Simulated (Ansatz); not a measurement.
Basis sets compared for the cluster Cu2I (the lowest doublet isomer of a short search). Charge 0, multiplicity 2. Geometry r2SCAN-D4/def2-TZVP. Ansatz on 4 threads of Arm Neoverse V2 on a shared host; times are rough, and most runs start from earlier orbitals.

Cartesian coordinates in Å:
```
Cu 0.1272 1.3730 0.0728
Cu -0.4418 -0.4469 -1.2287
I 0.3146 -0.9261 1.1559
```

In the def2 sets I takes a core potential; there is no spin–orbit coupling. The structure comes from a short search, and lower isomers may exist.

Binding counts from free atoms (Cu doublet, I doublet) in the same basis, without a counterpoise term.

```
                          level  functions  energy (Eh)  HOMO (eV)  LUMO (eV)  binding per atom (eV)  wall time
                PBE-D4/def2-SVP         88   -3577.7969      -3.83      -3.27                   1.74      1.8 s
               PBE-D4/def2-TZVP        140   -3578.3188      -4.29      -3.70                   1.49      2.6 s
            r2SCAN-D4/def2-TZVP        140   -3578.8977      -4.46      -3.35                   1.51      6.5 s
               PBE0-D4/def2-SVP         88   -3577.8336      -4.54      -2.37                   1.55      2.5 s
PBE0-D4/def2-TZVP (with forces)        140   -3578.3336      -4.91      -2.71                   1.38      5.5 s
```

(1) Estimate the rows for PBE-D4/def2-TZVPD, r2SCAN-D4/def2-TZVPD, PBE0-D4/def2-TZVPD.

Results:

(1) 
```csv
level,functions,energy (Eh),HOMO (eV),LUMO (eV),binding per atom (eV),wall time
PBE-D4/def2-TZVPD,155,-3578.3207,-4.34,-3.73,1.51,3.3 s
r2SCAN-D4/def2-TZVPD,155,-3578.8998,-4.51,-3.39,1.53,8 s
PBE0-D4/def2-TZVPD,155,-3578.3357,-4.97,-2.75,1.40,5.5 s
```
